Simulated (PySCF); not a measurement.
## Stretching SnGe

Set-up: basis Sn cc-pVDZ-PP with ECP28, Ge cc-pVDZ-PP with ECP10; scalar-relativistic core potentials; PySCF 2.14. Energies in eV from Sn + Ge in their ground configurations at the same level. State: ³Σ⁻ (triplet), unpaired electrons π ↑↑.

```json
{"R (Å)": "2.224", "r²SCAN0": "-1.590", "UHF": "-0.0573", "UHF-MP2": "-1.081"}
{"R (Å)": "2.327", "r²SCAN0": "-2.105", "UHF": "-0.5899", "UHF-MP2": "-1.647"}
{"R (Å)": "2.431", "r²SCAN0": "-2.375", "UHF": "-0.8629", "UHF-MP2": "-1.961"}
{"R (Å)": "2.508", "r²SCAN0": "-2.462", "UHF": "-0.9421", "UHF-MP2": "-2.076"}
{"R (Å)": "2.586", "r²SCAN0": "-2.473", "UHF": "-0.9400", "UHF-MP2": "-2.114"}
{"R (Å)": "2.664", "r²SCAN0": "-2.427", "UHF": "-0.8750", "UHF-MP2": "-2.093"}
{"R (Å)": "2.767", "r²SCAN0": "-2.300", "UHF": "-0.7158", "UHF-MP2": "-1.999"}
{"R (Å)": "2.896", "r²SCAN0": "-2.070", "UHF": "-0.4362", "UHF-MP2": "-1.809"}
{"R (Å)": "3.051", "r²SCAN0": "-1.732", "UHF": "-0.0399", "UHF-MP2": "-1.413"}
{"R (Å)": "3.258", "r²SCAN0": "-1.239", "UHF": "0.4065", "UHF-MP2": "-0.556"}
```

Put a parabola through the three lowest points of the r²SCAN0 curve and estimate Re, k and ωe (reduced mass 45.73 u; 1 eV/Å² = 0.16022 mdyn/Å; ωe = 1302.8·√(k/μ) cm⁻¹).

Through R = 2.508, 2.586, 2.664 Å the second-order coefficient is 4.68 eV/Å², so Re ≈ 2.562 Å, k ≈ 1.50 mdyn/Å and ωe ≈ 236 cm⁻¹. A polynomial fit of higher order to the unrounded r²SCAN0 energies gives Re = 2.560 Å, k = 1.66 mdyn/Å, ωe = 248 cm⁻¹; anharmonicity and rounding make the difference.

The higher-order fit for each curve: r²SCAN0: Re = 2.560 Å, ωe = 248 cm⁻¹, De = 2.48 eV; UHF: Re = 2.544 Å, ωe = 267 cm⁻¹, De = 0.95 eV; UHF-MP2: Re = 2.594 Å, ωe = 236 cm⁻¹, De = 2.11 eV.

Correlated steps freeze 8 core orbitals. Correlated levels converge slowly with the basis: in double zeta they bind strong bonds too weakly, by up to about 1 eV, and carry superposition errors of some tenths. These are scalar-relativistic numbers at best; spin–orbit coupling would shift them, the dissociation energy most. The state is the lowest determinant that a PBE0 search found; another state may lie lower at other levels.
